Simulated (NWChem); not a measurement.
# CaCl2; SMILES [Cl][Ca][Cl]

Results from NWChem. Pople sets run with spherical d functions. Level B3LYP/6-31G*: optimisations from one semi-empirical or force-field start; each run changes one setting, and all end within 0.3 mHa of each other.

```json
[
 {"setting": "redundant internal coordinates, default thresholds", "optimisation steps": "7"},
 {"setting": "tight thresholds", "optimisation steps": "9"},
 {"setting": "loose thresholds", "optimisation steps": "6"},
 {"setting": "trust radius 0.05", "optimisation steps": "18"}
]
```
